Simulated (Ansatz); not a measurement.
System: Si$_{4}$H$_{10}$ (charge 0, singlet). 
Geometry from a B3LYP-D3(BJ)/def2-TZVP (Ansatz, a program for electronic structure) optimisation:
```xyz
14

Si    -2.0827     1.1669    -0.0865
Si    -1.1797    -0.9544     0.3378
Si     1.1144    -0.7544     0.7783
Si     2.1440     0.4349    -0.9597
H     -1.7993     2.0732     1.0531
H     -1.4564     1.7351    -1.3047
H     -3.5503     1.1029    -0.2906
H     -1.3719    -1.8141    -0.8587
H     -1.8829    -1.5895     1.4821
H      1.7421    -2.0931     0.9232
H      1.3020    -0.0145     2.0531
H      1.5919     1.8104    -1.0110
H      1.8698    -0.2293    -2.2574
H      3.6123     0.5174    -0.7677
```
Charge 0, spin multiplicity 1.

Parts of the frozen-core correlation energy in cc-pwCVTZ (Ansatz, hartree). Frozen orbitals: 20; correlated occupied orbitals by spin: 13 and 13; virtual: 343 and 343. Spin-orbit coupling is left out. No relativistic terms.

| term | value |
|---|---|
| reference (HF) | -1161.60472 |
| MP2 opposite-spin | -0.43936 |
| MP2 same-spin | … |
| CCSD correlation | … |
| (T) | … |
| T1 diagnostic | 0.014 |
| largest doubles amplitude | 0.025 |

Some entries are withheld; supply them.


- MP2 same-spin, value: -0.07618
- CCSD correlation, value: -0.60352
- (T), value: -0.02154
